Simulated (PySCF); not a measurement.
# How methods differ on the excitation energy of F

F [He] 2s2 2p5 (2P) → F [He] 2s1 2p5 3s1 (4P), as a difference of total energies. Computed with PySCF 2.14 in aug-cc-pVQZ with one added diffuse shell each of s, p, d, f, g type (7s6p5d4f3g, 105 functions), with no relativity, point nucleus. Correlated levels: valence: 1s2 frozen. The calculations carry no spin-orbit coupling.

| method | excitation energy (eV) |
| --- | --- |
| UHF | 32.827 |
| LDA | 31.427 |
| PBE | 31.401 |
| PBE0 | 32.051 |
| r2SCAN | 32.308 |
| TPSS | 31.981 |
| wB97X-V | 32.403 |
| M06-L | 32.683 |
| TPSSh | 32.189 |
| MP2 (valence) | 33.181 |
| SCS-MP2 (valence) | 33.089 |

**Question.** How much does correlation contribute at MP2 (valence)?

**Answer.** 33.181 − (32.827) = 0.354 eV, measured against UHF.

The upper state lies above the first ionisation limit, where it may autoionise and the basis confines it. A Rydberg-like electron needs more diffuse functions than a valence basis has.

The promoted electron is Rydberg-like, and one or two diffuse shells describe it only roughly, which tends to raise the upper state.
